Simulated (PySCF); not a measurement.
**Exercise with solution: chemical shift, span and skew from a shielding tensor**

CrO2F2, SMILES [O]=[Cr](=[O])([F])[F], multiplicity 1. Atoms are numbered in the order given.

```xyz
5

Cr     0.0000     0.0000     0.0517
O      0.0000     1.2351     0.9460
O      0.0000    -1.2351     0.9460
F     -1.3833     0.0000    -0.9098
F      1.3833     0.0000    -0.9098
```

Coordinates come from a PBE0-D3(BJ)/def2-SVP optimisation. The multiplicity is an assumed one; other spin states were not compared. The isomer is the one that the SMILES or the coordinates give; other isomers of the formula were not compared.

GIAO shieldings from HF/pcSseg-1 in PySCF, non-relativistic, no solvent. The symmetric part of the tensor of F4 has the principal values -219.1, -160.6, 1503.7 ppm. The same nucleus in CFCl3 has σ = 238.5 ppm at this level (PySCF, at its B3LYP-D3(BJ)/def2-TZVP geometry).

Work out the isotropic shielding, the ¹⁹F shift against CFCl3, the span and the skew.


σ(iso) = (σ11 + σ22 + σ33)/3 = 374.7 ppm. δ = σ(ref) − σ(iso) = 238.5 − (374.7) = -136.2 ppm.
Span Ω = σ33 − σ11 = 1722.8 ppm. Skew κ = 3(σ(iso) − σ22)/Ω = 0.93. Tumbling in solution averages the tensor to δ; in a static solid the shielding alone would spread this spin-1/2 line over Ω.
